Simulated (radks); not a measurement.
Task: These are the eigenvalues of the occupied orbitals of an atom or ion with whole-number occupations (hartree). Calculated with a radial shooting solver on a logarithmic mesh with Libxc functionals: scalar-relativistic Kohn-Sham, BLYP, spin-polarised, spherical densities, point nucleus.

orbital  eigenvalue
1s down   -2715.734
1s up     -2715.734
2s up     -473.2981
2s down   -473.2873
2p up     -412.1399
2p down   -412.1312
3s up     -110.4337
3s down   -110.4300
3p up     -92.48171
3p down   -92.47753
3d up     -72.44057
3d down   -72.43304
4s up     -23.60775
4s down   -23.59712
4p up     -17.72046
4p down   -17.71050
4d up     -10.41760
4d down   -10.40598
5s up      -3.79001
5s down    -3.70760
4f up      -2.30615
5p up      -2.29569
4f down    -2.28661
5p down    -2.19344
5d up      -0.62863
6s up      -0.53810
6s down    -0.48440

Which element is it, and in what charge state? The configuration may be excited. Open shells, if any, are filled with parallel spins first.

Result: Z = 76, osmium, charge +1: Os+ in [Xe] 4f14 5d5 6s2. The list shows which subshells hold electrons but not how many an open one holds; the 1s level, -2715.7 hartree, gives Z - s = 73.7 by -(Z - s)^2/2, which with screening and relativity narrows Z to a few neighbours, and the depths of the outer levels then fix element, charge and occupations together.
